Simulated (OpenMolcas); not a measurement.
**5s2 5p along the 49-electron sequence**

* Program: OpenMolcas 26.06
* Method: XMS-RASPT2, IPEA 0.25 Eh, imaginary shift 0.1 Eh
* Basis: ANO-RCC-VTZP
* Scalar Hamiltonian: DKH2, point nucleus
* Spin-orbit coupling: RASSI with atomic mean-field integrals over the reference wave functions, term energies averaged over their components

Active space for each ion: 3 electrons in 9 orbitals (RAS2 5s 5p; RAS3 5d, at most 2 electrons); closed shells correlated by CASPT2: 4d.

Computed levels in cm-1 above 2P* 1/2:

| Level | Sb2+ | Te3+ | I4+ | Xe5+ |
| --- | --- | --- | --- | --- |
| 2P* 3/2 | 5870 | 8270 | 11110 | 13780 |
| weight of 2P* in the lowest level (%) | 100 | 100 | 100 | 100 |

Measured, with the error of the calculation in %. Measured levels: Sb2+, Te3+ from Moore, Atomic Energy Levels, vol. III, NSRDS-NBS 35 (1971 reprint of NBS Circular 467, 1958); Xe5+ from Saloman, J. Phys. Chem. Ref. Data 33, 765 (2004).

| Level | Sb2+ | Te3+ | Xe5+ |
| --- | --- | --- | --- |
| 2P* 3/2 | 6576 (-10.7) | 9223 (-10.4) | 15599 (-11.7) |

The fine-structure level 2P* 3/2 changes by a factor of 2.35 from Sb2+ to Xe5+. Its fourth root runs 8.75, 9.54, 10.27, 10.83, with steps per unit of Z of 0.78, 0.73, 0.57; equal steps would mean a (Z - σ)^4 law with constant σ.

Active for correlation alone: 5d; no level in the range computed is led by a configuration that fills it, so any true level of that kind is missing. Computed and measured levels are paired by configuration, term and J; levels that our copy of the source lacks, or whose pairing is in doubt (as where it misses far off the trend of its configuration), stay unpaired and out of the deviations. Only configurations of the active space appear.

* marks odd parity.
